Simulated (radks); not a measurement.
Ru XXXV, configuration [Ne] (the NIST ground configuration). Method: Dirac Kohn-Sham, LDA (Slater exchange, VWN5 correlation), spin-unpolarised, spherical densities, finite nucleus; Fermi nuclear charge, rms radius 4.4809 fm; computed with a radial shooting solver on a logarithmic mesh with Libxc functionals. Some entries of the table are withheld. Estimate them.

| orbital | occ. | eigenvalue (eV) | <r^2> (bohr^2) |
|---|---|---|---|
| 1s1/2 | 2 | (1) | (2) |
| 2s1/2 | 2 | -5010.894 | (3) |
| 2p1/2 | 2 | -4801.802 | 0.01783 |
| 2p3/2 | 4 | -4665.135 | 0.01905 |

Answer. 
(1) 1s1/2 eigenvalue (eV): -23885.52
(2) 1s1/2 <r^2> (bohr^2): 0.001510
(3) 2s1/2 <r^2> (bohr^2): 0.02391
